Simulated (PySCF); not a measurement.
C9H13F.
SMILES with atom numbers: `[F:1][C:2]1=[C:3]=[CH:4][CH2:5][CH2:6][CH2:7][CH2:8][CH2:9][CH2:10]1` (hydrogens: H11 on C4; H12, H13 on C5; H14, H15 on C6; H16, H17 on C7; H18, H19 on C8; H20, H21 on C9; H22, H23 on C10)

A GFN2-xTB structure was refined with PySCF, PBE0-D3(BJ)/def2-SVP geometry optimisation, gas phase. Its GFN2-xTB values:

```json
{"coordinate": "F1–C2", "GFN2-xTB": "1.367 Å"}
{"coordinate": "C2=C3", "GFN2-xTB": "1.299 Å"}
{"coordinate": "C2–C10", "GFN2-xTB": "1.503 Å"}
{"coordinate": "C3=C4", "GFN2-xTB": "1.298 Å"}
{"coordinate": "C4–C5", "GFN2-xTB": "1.507 Å"}
{"coordinate": "C4–H11", "GFN2-xTB": "1.083 Å"}
{"coordinate": "C5–C6", "GFN2-xTB": "1.536 Å"}
{"coordinate": "C5–H12", "GFN2-xTB": "1.091 Å"}
{"coordinate": "C6–C7", "GFN2-xTB": "1.535 Å"}
{"coordinate": "C6–H14", "GFN2-xTB": "1.092 Å"}
{"coordinate": "C7–C8", "GFN2-xTB": "1.537 Å"}
{"coordinate": "C7–H16", "GFN2-xTB": "1.090 Å"}
{"coordinate": "C8–H18", "GFN2-xTB": "1.090 Å"}
{"coordinate": "C9–C10", "GFN2-xTB": "1.535 Å"}
{"coordinate": "C9–H20", "GFN2-xTB": "1.091 Å"}
{"coordinate": "C10–H22", "GFN2-xTB": "1.092 Å"}
{"coordinate": "C2–C3–C4", "GFN2-xTB": "172.7°"}
{"coordinate": "C2–C10–C9", "GFN2-xTB": "113.3°"}
{"coordinate": "C3–C2–C10", "GFN2-xTB": "125.6°"}
{"coordinate": "C4–C5–C6", "GFN2-xTB": "112.8°"}
{"coordinate": "C5–C6–C7", "GFN2-xTB": "113.0°"}
{"coordinate": "C6–C7–C8", "GFN2-xTB": "113.7°"}
{"coordinate": "C7–C8–C9", "GFN2-xTB": "113.4°"}
{"coordinate": "C8–C9–C10", "GFN2-xTB": "113.0°"}
{"coordinate": "F1–C2–C10–C9", "GFN2-xTB": "-117°"}
{"coordinate": "C5–C6–C7–C8", "GFN2-xTB": "98°"}
{"coordinate": "C6–C7–C8–C9", "GFN2-xTB": "-146°"}
{"coordinate": "C7–C8–C9–C10", "GFN2-xTB": "97°"}
```

Question: How do these coordinates change at the PBE0-D3(BJ)/def2-SVP level?

Answer: 
| coordinate | PBE0-D3(BJ)/def2-SVP (Å or °) | change |
| --- | --- | --- |
| F1–C2 | 1.347 | -0.020 |
| C4–H11 | 1.100 | +0.017 |
| C3=C4 | 1.312 | +0.014 |
| C2=C3 | 1.312 | +0.013 |
| C9–H20 | 1.104 | +0.013 |
| C8–H18 | 1.103 | +0.013 |
| C7–H16 | 1.102 | +0.012 |
| C6–H14 | 1.102 | +0.010 |
| C5–H12 | 1.101 | +0.010 |
| C10–H22 | 1.101 | +0.009 |
| C4–C5 | 1.512 | +0.005 |
| C7–C8 | 1.540 | +0.003 |
| C9–C10 | 1.533 | -0.002 |
| C5–C6 | 1.534 | -0.002 |
| C6–C7 | 1.534 | -0.001 |
| C2–C10 | 1.503 | 0.000 |
| C4–C5–C6 | 114.9 | +2.1 |
| C2–C10–C9 | 115.3 | +2.0 |
| C7–C8–C9 | 115.2 | +1.8 |
| C6–C7–C8 | 115.5 | +1.8 |
| C5–C6–C7 | 114.7 | +1.7 |
| C8–C9–C10 | 114.6 | +1.6 |
| C2–C3–C4 | 171.2 | -1.5 |
| C3–C2–C10 | 124.9 | -0.7 |
| C6–C7–C8–C9 | -141 | +5 |
| C5–C6–C7–C8 | 95 | -3 |
| F1–C2–C10–C9 | -115 | +2 |
| C7–C8–C9–C10 | 95 | -2 |

The energy falls by 1.9 kcal/mol over 7 energy and gradient evaluations, the largest force component goes from 0.0246 to 2.2e-04 Eh/bohr, and the atoms move by 0.049 Å rms after alignment. The bond that changes most is F1–C2 (vinyl fluorine to outer carbon of cumulated double bonds), which shortens by 0.020 Å. Bonds longer at the end by more than 0.005 Å: 16 of 23; shorter: 1. Rotational constants go from 1784, 1149, 795.5 to 1751, 1132, 781.9 MHz.

The run used 205 basis functions and 51 SCF cycles in all.

No frequency check. The numbers are those of one conformer.
